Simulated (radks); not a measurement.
The potassium ion K2+ inside a hard spherical wall (all orbitals vanish at R), configuration held at [Ne] 3s2 3p5 and not refilled when levels cross. Calculated with a radial shooting solver on a logarithmic mesh with Libxc functionals: scalar-relativistic Kohn-Sham, PBEsol, spin-polarised, spherical densities, finite nucleus; open shells are filled with parallel spins first; Fermi nuclear charge, rms radius 3.4349 fm. Eigenvalues in eV for spin up, with the zero of energy where the potential of the charges vanishes at infinity; a dash marks a level that is unbound or too diffuse for the functional's potential to be trusted. A positive occupied level is held by the wall or, in an anion where self-interaction has pushed it up, behind a barrier. The pressure on the wall is -dE/dV.

| R (bohr) | E (hartree) | kinetic (hartree) | e(2s) | e(2p) | e(3s) | e(3p) | e(3d, empty) | e(4s, empty) | pressure (GPa) |
|---|---|---|---|---|---|---|---|---|---|
| free | -599.96849 | 603.521 | -376.23 | -303.39 | -56.782 | -39.701 | -15.742 | - | 0 |
| 20 | -599.96849 | 603.521 | -376.23 | -303.39 | -56.782 | -39.701 | -15.742 | - | < 0.0001 |
| 12 | -599.96849 | 603.521 | -376.23 | -303.39 | -56.782 | -39.701 | -15.742 | - | < 0.0001 |
| 10 | -599.96849 | 603.521 | -376.23 | -303.39 | -56.782 | -39.701 | -15.742 | -13.851 | < 0.0001 |
| 5 | -599.96775 | 603.531 | -376.19 | -303.35 | -56.755 | -39.672 | -15.542 | -11.772 | 0.203 |
| 3.5 | -599.91528 | 603.981 | -374.83 | -301.97 | -55.839 | -38.640 | -13.373 | 0.379 | 28.1 |
| 2 | -596.74233 | 618.156 | -348.18 | -274.64 | -32.965 | -12.822 | 16.787 | 119.59 | 5230 |
